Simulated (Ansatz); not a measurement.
Ansatz (a first-principles code) input (CCSD(T)/aug-cc-pV(D+d)Z):
A basis named .json is the Basis Set Exchange file of that set.

Ansatz 0.2 input:
```yaml
crystal:
  periodic: [false, false, false]
  atoms:
    - {symbol: S, position_ang: [-0.21893664, -0.10620662, 0.36855545]}
    - {symbol: O, position_ang: [0.23046504, 1.25696270, -0.16615744]}
    - {symbol: O, position_ang: [0.11738981, -1.21182731, -0.44335922]}
    - {symbol: H, position_ang: [0.72014738, 1.33822274, -1.02075390]}
basis:
  gaussian:
    orbitals: aug-cc-pV_D+d_Z.json
total_charge: 1
magnetization: {spin_polarized: false}
correlation: {method: ccsd_t, electrons: outside_noble_gas}
output: {forces: true}
```

End of the output:

```
integrals: 0.08 GiB planned
832 factors; integrals over basis functions are off by at most 8.2e-4 eV
mean field: 0.22 GiB planned
mean field evaluation 1: about -14891.5179 eV, gradient 6.1e1 eV
mean field evaluation 2: about -14891.5183 eV, gradient 6.1e1 eV
mean field evaluation 4: about -14898.0035 eV, gradient 5.4e0 eV
mean field evaluation 8: about -14898.0880 eV, gradient 6.0e-1 eV
mean field evaluation 16: about -14893.7309 eV, gradient 5.0e1 eV
mean field -14898.09283918 eV, -547.4948135500 hartree, gradient 1.8e-6 eV, S^2 0.000000; 0 other end points of the search recorded, 0 dependent functions left out; unrestricted orbitals would lower it
7 core orbitals not correlated
reference -14898.09283918 eV, -547.4948135500 hartree; 9, 9 occupied and 71, 71 virtual orbitals, 832 factors
densities: 0.35 GiB planned
second order -14.85209928 eV of doubles, -0.00000000 eV of singles
coupled cluster: 0.26 GiB planned
cycle   1  -14.31217287 eV  change    5.4e-1 eV  update   1.3e-1
cycle   2  -14.84717222 eV  change   -5.3e-1 eV  update   4.7e-2
cycle   3  -14.99794749 eV  change   -1.5e-1 eV  update   2.2e-2
cycle   4  -14.98360003 eV  change    1.4e-2 eV  update   6.2e-3
cycle   5  -14.98335901 eV  change    2.4e-4 eV  update   3.2e-3
cycle   6  -14.98443734 eV  change   -1.1e-3 eV  update   9.8e-4
cycle   7  -14.98400536 eV  change    4.3e-4 eV  update   6.1e-4
cycle   8  -14.98364689 eV  change    3.6e-4 eV  update   2.0e-4
cycle   9  -14.98372938 eV  change   -8.2e-5 eV  update   9.3e-5
cycle  10  -14.98372711 eV  change    2.3e-6 eV  update   2.6e-5
cycle  11  -14.98373325 eV  change   -6.1e-6 eV  update   8.9e-6
cycle  12  -14.98374430 eV  change   -1.1e-5 eV  update   2.8e-6
coupled cluster: 0.26 GiB planned
perturbative correction -0.64278266 eV, -0.0236218271 hartree
the calculation of the forces begins
Total energy: -14913.71936614 eV, -548.0690778237 hartree
Atom 0 at    -0.218937    -0.106207     0.368555 Å, force    -0.820365     0.429143     1.541193 eV/Å
Atom 1 at     0.230465     1.256963    -0.166157 Å, force     0.322069     1.376758    -0.305766 eV/Å
Atom 2 at     0.117390    -1.211827    -0.443359 Å, force     0.474698    -1.701279    -1.173220 eV/Å
Atom 3 at     0.720147     1.338223    -1.020754 Å, force     0.023598    -0.104622    -0.062206 eV/Å
Dipole moment:     0.062870     0.330424    -0.047743 e Å
```

It need not be the lowest isomer of its formula.
